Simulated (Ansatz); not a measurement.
Mulliken charges of `Cl[SiH2]C1BN1` from PBE/def2-TZVPP in Ansatz (PBE0-D4/def2-TZVP geometry).

```tsv
atom	x (Å)	y (Å)	z (Å)	charge (e)
Cl1	-2.655	-0.028	-1.406	-0.244
Si2	-0.767	0.671	-0.963	0.375
C3	0.154	-0.632	-0.022	-0.113
B4	0.403	-0.518	1.527	-0.066
N5	1.396	-0.218	0.681	-0.130
H6	-0.896	1.896	-0.135	-0.067
H7	-0.131	1.027	-2.258	-0.065
H8	0.171	-1.631	-0.464	0.087
H9	0.081	-0.618	2.659	0.030
H10	2.328	-0.001	0.384	0.192
```

**Question.** By hand: the dipole of these point charges (1 e Å = 4.8032 D).

**Answer.** Σ q r = (0.668, 0.038, 0.064) e Å, of length 0.672 e Å = 3.23 D.

**Question.** How does the dipole of the full density compare? (Best estimate.)

**Answer.** Computed: (0.576, -0.027, 0.121) e Å, 2.83 D; the point charges give 1.14 times that, at 9° from its direction.

Point charges leave out the atoms' own dipoles, such as those of lone pairs, and Mulliken's split depends on the basis, so the close match here is no proof of good charges.
